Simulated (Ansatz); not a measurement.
Si3O3⁻ (the lowest doublet isomer of a short search), 6 atoms. Hardware: 4 threads of Intel Xeon on a shared host.

Correlated methods freeze 18 core orbitals.

(1) How many basis functions does each of these Ansatz runs have, and roughly what does it cost? PBE0-D4/def2-SVPD, charge -1 doublet, energy, from earlier orbitals; ωB97M-V/def2-TZVPD, charge 0 singlet at the geometry of the charge -1 doublet, energy, from earlier orbitals; B3LYP-D4/def2-TZVPD, charge -1 doublet, energy, from earlier orbitals; PBE-D4/def2-TZVPD, charge 0 triplet at the geometry of the charge -1 doublet, energy, from earlier orbitals; PBE-D4/def2-TZVPD, charge -1 doublet, energy, from earlier orbitals; RPA@PBE/def2-TZVPD, charge -1 doublet, energy, from earlier orbitals; ωB97X-V/def2-TZVPD, charge -1 doublet, energy, from earlier orbitals; PBE with 40 % exact exchange/def2-SVPD, charge -1 doublet, energy, from earlier orbitals; PBE-D4/def2-SVPD, charge -1 doublet, energy, from earlier orbitals; ωB97M-V/def2-TZVPD, charge -1 doublet, energy and forces, from earlier orbitals; PBE-D4/def2-TZVPD, charge 0 singlet at the geometry of the charge -1 doublet, energy, from earlier orbitals; PBE with 10 % exact exchange/def2-SVPD, charge -1 doublet, energy, from earlier orbitals.

## Answers

(1) Other jobs shared the machine, so times can vary by a factor of up to 3. A dash marks memory too small to be measured apart from the calling script's.

```csv
run,functions,fitting or Cholesky vectors,wall time,peak host memory (GiB)
"PBE-D4/def2-SVPD, charge -1 doublet, energy, from earlier orbitals",141,1239,2 s,–
"PBE-D4/def2-TZVPD, charge 0 singlet at the geometry of the charge -1 doublet, energy, from earlier orbitals",249,1377,2.2 s,–
"PBE0-D4/def2-SVPD, charge -1 doublet, energy, from earlier orbitals",141,1290,2.7 s,–
"PBE with 10 % exact exchange/def2-SVPD, charge -1 doublet, energy, from earlier orbitals",141,1239,2.9 s,–
"PBE with 40 % exact exchange/def2-SVPD, charge -1 doublet, energy, from earlier orbitals",141,1353,3.2 s,–
"PBE-D4/def2-TZVPD, charge -1 doublet, energy, from earlier orbitals",249,1377,3.7 s,–
"PBE-D4/def2-TZVPD, charge 0 triplet at the geometry of the charge -1 doublet, energy, from earlier orbitals",249,1377,4.1 s,–
"RPA@PBE/def2-TZVPD, charge -1 doublet, energy, from earlier orbitals",249,1516,7 s,0.82
"B3LYP-D4/def2-TZVPD, charge -1 doublet, energy, from earlier orbitals",249,1419,7 s,1
"ωB97M-V/def2-TZVPD, charge 0 singlet at the geometry of the charge -1 doublet, energy, from earlier orbitals",249,1404,9 s,0.95
"ωB97X-V/def2-TZVPD, charge -1 doublet, energy, from earlier orbitals",249,1404,17 s,1.1
"ωB97M-V/def2-TZVPD, charge -1 doublet, energy and forces, from earlier orbitals",249,1404,19 s,1.2
```
